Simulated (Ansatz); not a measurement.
Ideal-gas functions of H2KN, SMILES `[NH2][K]` at 500 K and 1 bar, from an Ansatz frequency run at PBE0-D4/def2-TZVP.

Molar mass 55.12 g/mol, point group C2v (symmetry number 2), electronic degeneracy 1, moments of inertia 1.281, 69.857, 71.138 u Å². Harmonic wavenumbers (cm⁻¹, unscaled): 258, 310, 403, 1538, 3461, 3540.

Use S(trans) = R[1.5 ln M + 2.5 ln T − 1.1517]; rotational temperatures θ = 24.2544 K / I; S(rot) = R[ln(√π/σ · √(T³/θAθBθC)) + 1.5]; for each mode x = 1.438777 ν̃/T, S = R[x/(eˣ − 1) − ln(1 − e⁻ˣ)] and H = RT x/(eˣ − 1); 1 cm⁻¹ = 0.0119627 kJ/mol; R = 8.31446 J/(mol·K).

Task: By hand: the entropy, in J/(mol·K).

Result: Translation 169.6. Rotation: θ = 18.934, 0.3472, 0.3409 K, giving 85.6. Vibration, mode by mode: 10.98, 9.53, 7.53, 0.55, 0.00, 0.00, in all 28.6. Electronic 0.0. Sum 283.8 J/(mol·K).

Task: By hand: H − E and G − E in kJ/mol, counted from the electronic energy.

Result: Zero-point energy ½ × 9510 × 0.0119627 = 56.9; thermal vibration 7.8; translation, rotation and pV give 4 RT = 16.6. H − E = 81.3 kJ/mol, and G − E = 81.3 − 500 × 283.8/1000 = -60.6 kJ/mol.

Vibration gives 10 % of the entropy.
